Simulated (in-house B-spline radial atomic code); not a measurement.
## Solving the quasi-particle equation for 5s up of Sn IV (Sn3+)

Configuration [Kr] 4d10 5s1, highest spin, start r2SCAN; correlation leaves out the 8 deepest shells, empty levels kept to 320 hartree. Computed with an all-electron radial atomic-structure program (B-spline basis): all electrons, scalar-relativistic (spin-free one-electron X2C), finite nucleus, each spin shell either full or empty, empty states to l = 9 with an (l + 1/2)⁻⁴ tail; G0W0 by contour deformation at full frequency.

RPA overbinds a lone outer s electron by self-correlation, and G0W0 tends to as well.

At the mean-field level ε = -36.652 eV the matrix elements are Σx = -16.854 eV, v_xc = -13.978 eV and Σc(ε) = -2.085 eV, and the slope of the correlation self-energy is dΣc/dω = -0.0432. The quasi-particle energy solves E = ε + Σx − v_xc + Σc(E).

Task: What does the linearised equation give?

Result: Z = 1/(1 − dΣc/dω) = 1/1.0432 = 0.9586. The first-order shift is Σx − v_xc + Σc(ε) = -16.854 − (-13.978) + (-2.085) = -4.961 eV, so E ≈ ε + Z × shift = -36.652 + 0.9586 × (-4.961) = -41.408 eV.

Task: How does that compare with the full solution and with static screening?

Result: Solving the equation at full frequency dependence gives E = -41.423 eV, where Σc = -1.895 eV and the weight is 0.964; the linearised value is off by 15 meV. Leaving Z out would give -41.613 eV. Static COHSEX puts -3.536 eV in place of Σc and gives -43.064 eV, 1.64 eV deeper. The tabulated removal energy is 40.74 ± 0.04 eV (NIST, measured); the run leaves out spin-orbit coupling, Breit and QED terms.
